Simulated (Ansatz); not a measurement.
Consider the cleavage of the B–Zn bond: `[BH2][Zn][F]` + `[SiH3][SiH2][SeH]` → `B[Se][SiH2][SiH3]` + `[F][ZnH]`.

Computed with Ansatz on PBE0-D4/def2-TZVP structures; ΔE is electronic, products minus reactants. CCSD(T)/CBS adds triple-zeta CCSD(T) − MP2 to the extrapolated MP2 energy (def2 sets, frozen cores). For Se, Zn outer-core shells are correlated without core-valence functions, which leaves a few kJ/mol of doubt a bond. Scalar relativity is left out up to krypton. Each species was taken in one conformer, which may not be the lowest.

```tsv
level	ΔE (kJ/mol)
MP2/def2-QZVPP	-109.7
SCS-MP2/def2-QZVPP	-104.1
```

**Question.** What does CCSD(T)/CBS give? (An estimate is asked.)

**Answer.** Ansatz gave: -103.6 kJ/mol. The listed levels differ from it by -6.1, -0.5 kJ/mol.

Largest T1 diagnostic among the species: 0.018.

From BLYP to BHLYP (50 % exact exchange), in def2-TZVPP and without D4, ΔE moves by −4.2 kJ/mol. Leaving LDA and LC-ωPBE aside and taking each functional with its dispersion term where it has one, the values, not all of them listed here, spread over 8.2 kJ/mol, from B97M-V to ωB97X-V. LDA lies −10.5 kJ/mol from PBE without D4.
